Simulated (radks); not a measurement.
Results of a calculation; reference values are marked as such.
Radial electron density D(r) = 4 pi r^2 rho(r) of an atom or ion with 56 electrons. Level of theory: Dirac Kohn-Sham, PW91, spin-unpolarised, spherical densities, point nucleus (a radial shooting solver on a logarithmic mesh with Libxc functionals).

| r (bohr) | D(r) (e/bohr) |
|---|---|
| 0.002172 | 10.60 |
| 0.002944 | 16.75 |
| 0.004021 | 25.90 |
| 0.005494 | 38.23 |
| 0.007505 | 53.03 |
| 0.01025 | 67.67 |
| 0.01401 | 77.58 |
| 0.01914 | 78.59 |
| 0.02594 | 72.58 |
| 0.03543 | 70.11 |
| 0.04841 | 82.50 |
| 0.06613 | 100.1 |
| 0.09034 | 96.32 |
| 0.1234 | 77.39 |
| 0.1686 | 81.31 |
| 0.2285 | 86.59 |
| 0.3122 | 53.38 |
| 0.4265 | 32.63 |
| 0.5827 | 38.60 |
| 0.796 | 25.84 |
| 1.087 | 11.89 |
| 1.486 | 8.014 |
| 2.013 | 3.909 |
| 2.751 | 0.8124 |
| 3.758 | 0.1179 |
| 5.134 | 0.05306 |
| 7.014 | 0.01848 |
| 9.582 | 0.001921 |

What is the nuclear charge?

Answer. Z = 59. The innermost maximum, from 1s, lies near gamma/Z bohr with gamma = sqrt(1 - (Z/c)^2) = 0.903, here 0.0153 bohr (found: 0.0168), and its height grows with Z. The density is that of the praseodymium ion Pr3+ in [Kr] 4d10 4f2 5s1.75 5p6 5f0.25; the configuration itself is not fixed sharply by these data, and Z only to a few units. D(r) has 4 maxima, at r = 0.0168, 0.0746, 0.209, 0.578 bohr, and minima at 0.0327, 0.138, 0.423 bohr, inside which lie 2.02, 11.21, 29.07 electrons.
